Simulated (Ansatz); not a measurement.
Mulliken charges of CH6AlNSe (`[CH3][Al]([NH2])[SeH]`) from r2SCAN/def2-TZVPP in Ansatz (PBE0-D4/def2-TZVP geometry).

```json
{"atom": "C1", "x (Å)": "-1.202", "y (Å)": "0.777", "z (Å)": "-0.486", "charge (e)": "-0.390"}
{"atom": "Al2", "x (Å)": "0.397", "y (Å)": "-0.191", "z (Å)": "0.053", "charge (e)": "0.568"}
{"atom": "N3", "x (Å)": "0.439", "y (Å)": "-1.160", "z (Å)": "1.530", "charge (e)": "-0.472"}
{"atom": "Se4", "x (Å)": "2.377", "y (Å)": "-0.166", "z (Å)": "-1.175", "charge (e)": "-0.262"}
{"atom": "H5", "x (Å)": "-1.065", "y (Å)": "1.316", "z (Å)": "-1.426", "charge (e)": "0.064"}
{"atom": "H6", "x (Å)": "-1.491", "y (Å)": "1.506", "z (Å)": "0.277", "charge (e)": "0.072"}
{"atom": "H7", "x (Å)": "-2.047", "y (Å)": "0.093", "z (Å)": "-0.614", "charge (e)": "0.072"}
{"atom": "H8", "x (Å)": "-0.338", "y (Å)": "-1.267", "z (Å)": "2.161", "charge (e)": "0.143"}
{"atom": "H9", "x (Å)": "1.233", "y (Å)": "-1.681", "z (Å)": "1.864", "charge (e)": "0.147"}
{"atom": "H10", "x (Å)": "1.781", "y (Å)": "0.721", "z (Å)": "-2.182", "charge (e)": "0.058"}
```

Task: By hand: the dipole of these point charges (1 e Å = 4.8032 D).

Result: Σ q r = (-0.222, -0.008, 0.146) e Å, of length 0.266 e Å = 1.28 D.

Task: How does the dipole of the full density compare? (Estimate.)

Result: Computed: (-0.327, -0.007, 0.209) e Å, 1.86 D; the point charges give 0.69 times that, at 1° from its direction.

Point charges leave out the atoms' own dipoles, such as those of lone pairs, and Mulliken's split depends on the basis, so the two needn't agree.
